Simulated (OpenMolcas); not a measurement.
**Ar3+: effect of the active space**

| Quantity | Value |
| --- | --- |
| Program | OpenMolcas |
| Method | SS-CASPT2, IPEA 0.25 Eh, imaginary shift 0.1 Eh |
| Basis | ANO-R3 |
| Scalar Hamiltonian | X2C, finite nucleus |
| Spin-orbit coupling | RASSI with atomic mean-field integrals over the reference wave functions, term energies averaged over their components |

A. 3 electrons in 3 orbitals (3p); 2S+1 = 4 odd, 1 root; 2S+1 = 2 odd, 8 roots; closed shells correlated: 2s 2p 3s; CASPT2 step roughly 1.5 core-seconds
B. 5 electrons in 4 orbitals (3s 3p); 2S+1 = 4 odd, 1 root; 2S+1 = 2 odd, 8 roots; 2S+1 = 4 even, 3 roots; 2S+1 = 2 even, 9 roots; closed shells correlated: 2s 2p; CASPT2 step of the order of 4 core-seconds

Energies in eV above 3s² 3p³ ⁴S°_3/2, the measured ground level; measured values from Saloman, J. Phys. Chem. Ref. Data 39, 033101 (2010).

```json
{"Level": "3s² 3p³ ⁴S°_3/2", "A": "0.0000", "B": "0.0000", "Measured": "0.0000"}
{"Level": "3s² 3p³ ²D°_3/2", "A": "2.655", "B": "2.657", "Measured": "2.6149"}
{"Level": "3s² 3p³ ²D°_5/2", "A": "2.668", "B": "2.671", "Measured": "2.6309"}
{"Level": "3s² 3p³ ²P°_1/2", "A": "4.504", "B": "4.369", "Measured": "4.3214"}
{"Level": "3s² 3p³ ²P°_3/2", "A": "4.522", "B": "4.382", "Measured": "4.3435"}
```

Deviations, from unrounded energies. A percentage is the sum of absolute deviations over the sum of measured energies, with the sign that they share, or ± where signs differ.

| Against measurement | Levels | A | B |
| --- | --- | --- | --- |
| mean absolute deviation (cm-1) | 4 | 890 | 340 |
| other terms of the ground configuration (%) | 4 | +3.2 | +1.2 |

B lies closest to measurement on these levels. The largest miss of B in the table is 3s² 3p³ ²P°_1/2, by +380 cm-1. The ranking rests on the paired levels alone, and a cruder setting can come out closer through cancelling errors.

Between A and B the level of the table that moves most is 3s² 3p³ ²P°_3/2, by 1100 cm-1 (lowest in B, highest in A). Moves below CASPT2's spread within the term are not significant.

CASPT2 breaks the degeneracy within a term, and the mean is taken; among the terms shown or strongly mixed into the levels shown the widest spread is 250 cm-1 (3s² 3p³ ²D°, B). Over all roots computed the reference weight is 0.88 to 0.96 in B; the roots of lowest weight are the least certain, and an intruder state may touch them. With the s shell closed, the reference lacks s² → p² mixing (holds for A). Measured partners are found by configuration, term and J. A level has none where our copy of the source lacks it or the pairing is in doubt (some pairs that miss far off the trend of their configuration count as doubtful), and it then counts in no deviation. Only configurations of the active space appear. Levels that lie high or do not pair safely by name in every column are left out.

° marks odd parity.
